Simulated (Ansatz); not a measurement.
F2Sn, triplet, geometry from GFN2-xTB (such geometries of metal compounds can be far from the true shape) (the spin is typed, not shown lowest) (all electrons, no relativity), with bond 2-1 at 2.4 times its length; CASSCF(6,5)/STO-3G (Ansatz, a quantum-chemistry and plane-wave program).

Ansatz was given this input:
Ansatz 0.2 input:
```yaml
crystal:
  periodic: [false, false, false]
  atoms:
    - {symbol: Sn, position_ang: [0.03038248, -0.01837493, 0.26999796]}
    - {symbol: F, position_ang: [2.13055804, 4.36877911, -2.15807801]}
    - {symbol: F, position_ang: [-1.07424716, -1.70752299, -0.75828833]}
basis:
  gaussian:
    orbitals: STO-3G
hamiltonian:
  xc: hf
correlation: {active_space: {window: {electrons: 6, orbitals: 5}}}
magnetization: {spin_polarized: false, initial_magnetization: 2}
```

Problem. Predict the main parts of the log of this Ansatz run.

Solution. 
```
Functional definition: HF
486 factors; integrals over basis functions are off by at most 2.7e-5 eV
mean field evaluation 1: about -167584.4958 eV, gradient 1.6e1 eV
mean field evaluation 2: about -167584.5200 eV, gradient 1.6e1 eV
mean field evaluation 4: about -167586.1734 eV, gradient 1.4e1 eV
mean field evaluation 8: about -167587.8390 eV, gradient 5.3e0 eV
mean field evaluation 16: about -167600.5331 eV, gradient 7.9e-3 eV
mean field evaluation 32: about -167584.4958 eV, gradient 1.6e1 eV
mean field evaluation 64: about -167597.7455 eV, gradient 7.7e-3 eV
mean field evaluation 96: about -167600.5341 eV, gradient 2.0e-3 eV
mean field evaluation 128: about -167600.5328 eV, gradient 1.1e-2 eV
mean field evaluation 160: about -167600.5338 eV, gradient 7.3e-4 eV
mean field evaluation 192: about -167600.5342 eV, gradient 2.0e-4 eV
mean field evaluation 224: about -167600.5340 eV, gradient 8.1e-3 eV
mean field evaluation 256: about -167600.5333 eV, gradient 4.9e-3 eV
mean field evaluation 288: about -167600.5342 eV, gradient 6.5e-4 eV
mean field evaluation 320: about -167600.5344 eV, gradient 6.6e-1 eV
mean field evaluation 352: about -167593.2242 eV, gradient 8.2e0 eV
mean field -167600.53422284 eV, -6159.2060289671 hartree, gradient 9.4e-7 eV, S^2 2.000000; 22 other end points of the search recorded, 0 dependent functions left out
reference -167600.53422284 eV, -6159.2060289671 hartree; 35, 33 occupied and 2, 4 virtual orbitals, 486 factors
state -167601.87609210 eV, -6159.2553417529 hartree
Total energy: -167601.87609210 eV, -6159.2553417529 hartree
```
